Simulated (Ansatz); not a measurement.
Reaction (ligand exchange at a W–Cl bond): `[F][W](=[S])([Cl])([Cl])[Cl]` + CH₃OH → `C[O][W]([F])(=[S])([Cl])[Cl]` + HCl

Computed with Ansatz on PBE0-D4/def2-TZVP structures; ΔE is electronic, products minus reactants. CBS: MP2 limit from def2 TZ/QZ plus the TZ coupled-cluster correction, frozen cores. This one scheme is used for every species. Functionals use def2-TZVPP. B3LYP here is the variant with VWN-RPA as its local correlation; programs differ in this. HSE06 is defined as in plane-wave codes. def2 core potentials past Kr. For W outer-core shells are correlated without core-valence functions, which leaves a few kJ/mol of doubt a bond. Each species was taken in one conformer, which may not be the lowest.

`[F][W](=[S])([Cl])([Cl])[Cl]`:

Z-matrix (Å, degrees):
```
W
S 1 2.086
Cl 1 2.281 2 105.8
Cl 1 2.282 2 105.8 3 176.8
F 1 1.859 2 104.6 3 88.4
Cl 1 2.278 2 103.4 3 -91.6
```

CH₃OH:

Z-matrix (Å, degrees):
```
C
O 1 1.409
H 1 1.097 2 112.4
H 1 1.090 2 107.0 3 -118.5
H 1 1.097 2 112.4 3 123.0
H 2 0.959 1 108.5 3 -61.6
```

`C[O][W]([F])(=[S])([Cl])[Cl]`:

Z-matrix (Å, degrees):
```
W
Cl 1 2.312
O 1 1.839 2 85.3
C 1 3.082 2 74.8 3 11.5
S 1 2.099 2 105.8 3 -103.9
F 1 1.867 2 147.4 3 79.2
Cl 1 2.292 2 85.8 3 152.7
H 4 1.091 1 128.3 2 -114.3
H 4 1.093 1 103.6 2 116.5
H 4 1.096 1 94.2 2 5.1
```

HCl:

Z-matrix (Å, degrees):
```
Cl
H 1 1.279
```

```
             level  ΔE (kJ/mol)  difference from CCSD(T)/CBS
            PBE-D4        -13.7                          1.3
           PBE0-D4        -12.0                          3.0
          B3LYP-D4        -17.8                         -2.8
        r2SCANh-D4        -15.8                         -0.8
          BHLYP-D4        -16.0                         -1.0
           ωB97X-V        -21.3                         -6.3
           ωB97M-V        -16.5                         -1.5
               PBE        -11.5                          3.5
            revPBE         -8.2                          6.8
           r2SCANh        -14.7                          0.3
             HSE06         -9.4                          5.6
           LC-ωPBE        -21.5                         -6.5
RPA@PBE/def2-TZVPP        -20.0                         -5.0
     HF/def2-QZVPP        -13.3                          1.7
SCS-MP2/def2-QZVPP         -9.0                          6.0
    CCSD/CBS(def2)        -14.4                          0.6
       CCSD(T)/CBS        -15.0                            0
```

Largest T1 diagnostic among the species: 0.021, so the coupled-cluster value is less sure than usual.

At CCSD(T), def2-SVP lies −17.4 kJ/mol from the extrapolated value and def2-TZVPP −6.6 kJ/mol. The D4 term adds −3.1 kJ/mol with B3LYP and −2.1 kJ/mol with PBE0; it sums over pairs of atoms, weighted by their polarisabilities, and B3LYP, whose exchange is more repulsive, gets the larger term.

CCSD(T)/CBS has its own doubt, a few kJ/mol and more with outer-core shells, so smaller differences from it don't rank the levels.
